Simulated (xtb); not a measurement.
Job for xtb: GFN2-xTB on C2H4 (SMILES C=C).

```
$ xtb mol.xyz --gfn 2 --sp --chrg 0 --uhf 0
6

C      0.45191835     0.47742770     0.73907895
C     -0.42315524    -0.51408969     0.63306070
H      1.20961828     0.46828871     1.51332629
H      0.44869161     1.31842951     0.05561793
H     -1.18062605    -0.52778837    -0.14183392
H     -0.39736614    -1.35251528     1.31864640
```

Question: What total energy does the run end on?

Answer: -6.2709 hartree.
